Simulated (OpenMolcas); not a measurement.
Which level was it?

InI3 has 4 atoms, charge 0, and is taken as a singlet. SMILES: `[I][In]([I])[I]`. The shape comes from GFN2-xTB, which is rough for such elements, and wasn't checked as a minimum.

```jsonl
{"atom": "I", "x (Å)": "-0.2532", "y (Å)": "0.4051", "z (Å)": "2.6597"}
{"atom": "In", "x (Å)": "0.0001", "y (Å)": "0.0002", "z (Å)": "0.0000"}
{"atom": "I", "x (Å)": "1.2760", "y (Å)": "-2.1985", "z (Å)": "-0.9164"}
{"atom": "I", "x (Å)": "-1.0229", "y (Å)": "1.7932", "z (Å)": "-1.7433"}
```

A calculation with OpenMolcas 26.06 gave:

| Quantity | Value |
| --- | --- |
| total energy | -27403.7075 Eh |
| dipole moment | 0.00 D |
| HOMO energy | -7.16 eV |
| LUMO energy | -4.27 eV |
| HOMO–LUMO gap | 2.89 eV |
| largest force | 0.130 eV/Å |

Which of these levels gave the numbers?
A. SOGGA11/ANO-RCC-VDZP (DKH8, RICD fitting)
B. SOGGA11/ANO-RCC-VDZP (sfX2C, RICD fitting)
C. SOGGA11/ANO-RCC-VDZP (DKH2, RICD fitting)
D. SOGGA11/ANO-RCC-VDZP (DKH1, RICD fitting)

D. The others give -27229.8842 Eh (SOGGA11/ANO-RCC-VDZP (DKH8, RICD fitting)), -27222.6295 Eh (SOGGA11/ANO-RCC-VDZP (DKH2, RICD fitting)), -27229.1600 Eh (SOGGA11/ANO-RCC-VDZP (sfX2C, RICD fitting)).
